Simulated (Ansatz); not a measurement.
Reaction (ligand exchange at a B–I bond): `C=CBI` + H₂Se → `C=CB[SeH]` + HI

Computed with Ansatz on PBE0-D4/def2-TZVP structures; ΔE is electronic, products minus reactants. CCSD(T)/CBS is the MP2 limit (def2-TZVPP, def2-QZVPP) plus CCSD(T) − MP2 in def2-TZVPP, frozen cores. DFT in def2-TZVPP. B3LYP here is the variant with VWN-RPA as its local correlation; programs differ in this. HSE06 is defined as in plane-wave codes. def2 core potentials past Kr. For I, Se outer-core shells are correlated without core-valence functions, which leaves a few kJ/mol of doubt a bond. Scalar relativity is left out up to krypton. Each species was taken in one conformer, which may not be the lowest.

`C=CBI`:

Cartesian coordinates in Å:
```
C -0.050 0.992 0.903
C 0.423 0.288 -0.133
B -0.301 -0.981 -0.576
I 0.408 -2.130 -2.212
H -0.942 0.673 1.434
H 0.426 1.902 1.258
H 1.318 0.640 -0.640
H -1.283 -1.384 -0.035
```

H₂Se:

Z-matrix (Å, degrees):
```
Se
H 1 1.467
H 1 1.467 2 91.2
```

`C=CB[SeH]`:

Cartesian coordinates in Å:
```
C 0.127 1.593 -0.328
C 0.357 0.352 0.113
B -0.640 -0.781 -0.163
Se -0.402 -2.590 0.422
H -0.771 1.827 -0.892
H 0.814 2.415 -0.149
H 1.273 0.171 0.673
H -1.648 -0.590 -0.775
H 0.891 -2.397 1.097
```

HI:

Cartesian coordinates in Å:
```
I 0.641 -0.452 0.182
H -0.641 0.452 -0.182
```

| level | ΔE (kJ/mol) | difference from CCSD(T)/CBS |
| --- | --- | --- |
| LDA (SPW92) | -17.3 | -7.9 |
| PBE-D4 | -13.5 | -4.1 |
| revPBE-D4 | -14.0 | -4.6 |
| BLYP-D4 | -12.9 | -3.5 |
| r2SCAN-D4 | -12.4 | -3.0 |
| B97M-V | -13.9 | -4.5 |
| PBE0-D4 | -11.9 | -2.5 |
| B3LYP-D4 | -11.6 | -2.2 |
| r2SCAN0-D4 | -11.1 | -1.7 |
| HSE06-D4 | -11.8 | -2.4 |
| CAM-B3LYP-D4 | -12.5 | -3.1 |
| ωB97X-V | -10.7 | -1.3 |
| B2PLYP | -10.1 | -0.7 |
| PBE-QIDH | -9.7 | -0.3 |
| PBE | -13.2 | -3.8 |
| revPBE | -11.8 | -2.4 |
| BLYP | -12.0 | -2.6 |
| r2SCAN | -12.2 | -2.8 |
| PBE0 | -11.7 | -2.3 |
| B3LYP | -11.3 | -1.9 |
| r2SCANh | -11.7 | -2.3 |
| r2SCAN0 | -10.9 | -1.5 |
| HSE06 | -11.6 | -2.2 |
| BHLYP | -9.7 | -0.3 |
| CAM-B3LYP | -12.4 | -3.0 |
| LC-ωPBE | -12.9 | -3.5 |
| HF/def2-SVP | -5.5 | 3.9 |
| MP2/def2-SVP | -10.7 | -1.3 |
| CCSD/def2-SVP | -11.7 | -2.3 |
| CCSD(T)/def2-SVP | -12.3 | -2.9 |
| HF/def2-TZVPP | -4.5 | 4.9 |
| MP2/def2-TZVPP | -7.7 | 1.7 |
| SCS-MP2/def2-TZVPP | -8.1 | 1.3 |
| CCSD/def2-TZVPP | -11.6 | -2.2 |
| CCSD(T)/def2-TZVPP | -11.6 | -2.2 |
| HF/def2-QZVPP | -3.8 | 5.6 |
| MP2/def2-QZVPP | -6.2 | 3.2 |
| SCS-MP2/def2-QZVPP | -6.5 | 2.9 |
| HF/CBS(def2) | -3.7 | 5.7 |
| CCSD/CBS(def2) | -9.4 | 0.0 |
| CCSD(T)/CBS | -9.4 | 0 |

Largest T1 diagnostic among the species: 0.013.

Leaving LDA and LC-ωPBE aside and taking each functional with its dispersion term where it has one, the values, not all of them listed here, spread over 4.7 kJ/mol, from revPBE-D4 to BHLYP-D4. LDA lies −4.1 kJ/mol from PBE without D4. In def2-TZVPP, CCSD(T) changes the Hartree–Fock value by −7.1 kJ/mol (the triples alone add −0.0 kJ/mol) and MP2 by −3.2 kJ/mol.
